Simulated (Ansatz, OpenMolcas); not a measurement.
C3H11AlO (SMILES C[Al-](C)(C)[OH2+]): the vertical energy of the triplet above the singlet, rung by rung

The species is C3H11AlO (16 atoms), meant as a singlet with charge 0. As SMILES, `C[Al-](C)(C)[OH2+]`. Geometry: relaxed at PBE0-D4/def2-TZVP. This is one conformer, not always the lowest.

Each level gives the vertical energy of the triplet above the singlet (eV). The values are calculated.

```
                                level                    kind     program  value (eV)  CPU time (all runs)
    BLYP/6-31G* (spherical functions)                     GGA  OpenMolcas        5.62              5.5 min
   M06-L/6-31G* (spherical functions)                meta-GGA  OpenMolcas        6.39              6.7 min
  r2SCAN/6-31G* (spherical functions)                meta-GGA      Ansatz        6.04              3.1 min
 r2SCAN0/6-31G* (spherical functions)         hybrid meta-GGA      Ansatz        6.47                3 min
 wB97M-V/6-31G* (spherical functions)  range-separated hybrid      Ansatz        6.77               13 min
PBE-QIDH/6-31G* (spherical functions)           double hybrid      Ansatz        6.89                3 min
RPA@PBE0/6-31G* (spherical functions)                     RPA      Ansatz        6.59              2.7 min
     MP2/6-31G* (spherical functions)     perturbation theory      Ansatz        7.04                 45 s
 BCCD(T)/6-31G* (spherical functions)   coupled cluster or CI      Ansatz        6.86              8.4 min
```

The values span 5.62 to 7.04 eV. A triplet this far above the singlet is often a Rydberg-like or dissociative state; sets without diffuse functions put Rydberg states too high. Times are those of the runs behind each value, whatever else they computed, on shared processors of several kinds: orders of magnitude only.
